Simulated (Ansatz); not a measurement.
A structure relaxed at PBE-D4/def2-SVP in Ansatz, charge 0, singlet:

```csv
atom,x (Å),y (Å),z (Å)
Hf1,-0.356,-0.389,-2.345
Hf2,-2.080,-1.179,-0.249
Hf3,1.484,1.007,1.601
Hf4,-0.895,-0.399,2.195
Hf5,-0.825,1.434,-0.105
Hf6,1.848,0.960,-1.201
Hf7,0.824,-1.434,0.104
```

Question: Give its formula and point group.

Answer: the cluster Hf7 (the lowest singlet isomer of a short search). Point group D5h (tolerance 0.1 Å).

Question: Summarise the bond lengths by kind (pairs closer than 1.2 times the sum of covalent radii, bridged metal pairs left out).

Answer: 16 × Hf–Hf 2.83 to 3.31 Å.

In the def2 sets Hf takes a core potential; there is no spin–orbit coupling. The restricted singlet is unstable towards broken spin symmetry at other levels; at PBE-D4/def2-SVP this wasn't settled. At PBE-D4/def2-SVP a triplet of charge 0 lies 0.08 eV below the restricted singlet, each at its own geometry. The structure comes from a short search, and lower isomers may exist.
